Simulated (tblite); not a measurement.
Compound: C13H10OS2.
Structure used (GFN2-xTB), in Å, numbered top down from 1:
```
atom  x, y, z in Å
C1    -5.0072   -0.1571    0.5481
S2    -4.4817    0.4406   -1.0832
C3    -2.7210    0.3543   -1.0221
C4    -2.0322    0.7734   -2.1581
C5    -0.6553    0.7400   -2.1830
C6     0.0718    0.2852   -1.0855
C7    -0.6197   -0.1371    0.0432
C8    -2.0067   -0.1003    0.0747
S9     0.1982   -0.7546    1.4894
C10    1.8901   -0.4356    1.0646
C11    2.8505   -0.6722    2.0377
C12    4.1908   -0.4630    1.7707
C13    4.5773   -0.0108    0.5210
C14    3.6243    0.2339   -0.4496
C15    2.2731    0.0245   -0.1917
O16    1.4321    0.2975   -1.2332
H17   -6.0913   -0.1044    0.5414
H18   -4.6891   -1.1857    0.6880
H19   -4.6115    0.4894    1.3255
H20   -2.5854    1.1249   -3.0144
H21   -0.1076    1.0637   -3.0536
H22   -2.4952   -0.4405    0.9729
H23    2.5291   -1.0277    3.0048
H24    4.9263   -0.6530    2.5366
H25    5.6200    0.1543    0.2989
H26    3.8990    0.5897   -1.4300
```

The geometry is computed with GFN2-xTB (gas phase).

Masses are those of the commonest isotopes; rigid-rotor values at the optimised geometry. The values belong to one conformer with, in the numbering `[CH3:1][S:2][c:3]1[cH:4][cH:5][c:6]2[c:7]([cH:8]1)[S:9][c:10]1[cH:11][cH:12][cH:13][cH:14][c:15]1[O:16]2`, C1–S2–C3–C4 -179°.

(1) Give the principal moments of inertia and the rotational constants in cm⁻¹.

(2) Classify the top.

(3) What does the inertial defect say?

(4) Where do the levels up to J = 2 lie, in K?

(5) Estimate the classical rotational partition function at 10 K, 50 K and 100 K.

## Answers

(1) Ia = 383.81, Ib = 2263.61, Ic = 2638.56 u·Å²; 505379 MHz·u·Å²/I gives 1317, 223.3 and 191.5 MHz, that is A = 0.04392, B = 0.00745, C = 0.00639 cm⁻¹.

(2) A near-prolate asymmetric top; Ray's κ = -0.944.

(3) Not planar: Δ = Ic − Ia − Ib = -8.86 u·Å². For a rigid frame Δ = −2 Σ m c², so Σ m c² = 4.43 u·Å² lies off the ab plane: 1.79 from hydrogen and 2.64 from heavier atoms. The atom farthest from that plane is 0.98 Å away.

(4) Above 0(0,0), as E/k:
J = 1: 1(0,1) 0.020, 1(1,1) 0.072, 1(1,0) 0.074
J = 2: 2(0,2) 0.060, 2(1,2) 0.111, 2(1,1) 0.115, 2(2,1) 0.273, 2(2,0) 0.273
The levels of one J sum to (2J + 1)J(J + 1)(A + B + C)/3.

(5) Point group C1, symmetry number σ = 1; q = (√π/σ)·√((kT/h)³/(ABC)), k/h = 20836.6 MHz/K: 22500 at 10 K, 251000 at 50 K, 710000 at 100 K.

Its lowest GFN2-xTB frequency is 14 cm⁻¹, too small to tell a flat minimum from a shallow saddle. These are rigid-rotor constants of the computed structure; measured ground-state constants (B0) also hold zero-point vibration.
